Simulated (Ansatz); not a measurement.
Consider the ligand exchange at the Sn–C bond: `N[CH2][SnH2][NH2]` + HCl → `[NH2][SnH2][Cl]` + CH₃NH₂.

Isolated molecules relaxed with PBE0-D4/def2-TZVP in Ansatz; ΔE leaves out vibrations. CCSD(T)/CBS adds triple-zeta CCSD(T) − MP2 to the extrapolated MP2 energy (def2 sets, frozen cores). This one scheme is used for every species. Functionals use def2-TZVPP. B3LYP here is the variant with VWN-RPA as its local correlation; programs differ in this. def2 core potentials past Kr. For Sn outer-core shells are correlated without core-valence functions, which leaves a few kJ/mol of doubt a bond. One conformer a species, not always the lowest.

`N[CH2][SnH2][NH2]`:

```xyz
12

N    -0.183    0.407    1.748
C    -0.537   -0.699    0.867
Sn   -0.383    0.012   -1.169
N     1.521    0.582   -1.594
H    -0.130    0.107    2.714
H    -0.877    1.142    1.705
H    -1.519   -1.154    1.053
H     0.212   -1.488    0.969
H    -0.815   -1.166   -2.333
H    -1.353    1.418   -1.312
H     2.111   -0.201   -1.846
H     1.954    1.040   -0.801
```

HCl:

Z-matrix (Å, degrees):
```
Cl
H 1 1.279
```

`[NH2][SnH2][Cl]`:

Z-matrix (Å, degrees):
```
Sn
Cl 1 2.349
N 1 2.009 2 110.8
H 1 1.697 2 105.8 3 -117.5
H 1 1.697 2 105.8 3 117.5
H 3 1.012 1 113.9 2 -61.9
H 3 1.012 1 113.9 2 62.4
```

CH₃NH₂:

```xyz
7

C    -0.398   -0.111   -0.390
N     0.439   -0.024    0.794
H    -0.051    0.472   -1.256
H    -1.408    0.225   -0.145
H    -0.477   -1.155   -0.702
H     0.517    0.935    1.107
H     1.378   -0.341    0.591
```

| level | ΔE (kcal/mol) |
| --- | --- |
| PBE-D4 | -30.9 |
| r2SCAN-D4 | -32.9 |
| PBE0-D4 | -31.9 |
| B3LYP-D4 | -32.5 |
| ωB97X-V | -32.4 |
| MP2/def2-TZVPP | -30.0 |
| SCS-MP2/def2-TZVPP | -30.9 |
| MP2/def2-QZVPP | -30.8 |

What does CCSD(T)/CBS give? (An estimate is asked.)

Ansatz gave: -30.9 kcal/mol. The listed levels differ from it by 0.0, -2.0, -1.0, -1.6, -1.5, 0.9, 0.0, 0.1 kcal/mol.

Largest T1 diagnostic among the species: 0.012.

In def2-TZVPP, CCSD(T) changes the Hartree–Fock value by +8.6 kcal/mol (the triples alone add +0.8 kcal/mol) and MP2 by +8.2 kcal/mol. From PBE to PBE0 (25 % exact exchange), in def2-TZVPP and without D4, ΔE moves by −1.0 kcal/mol.
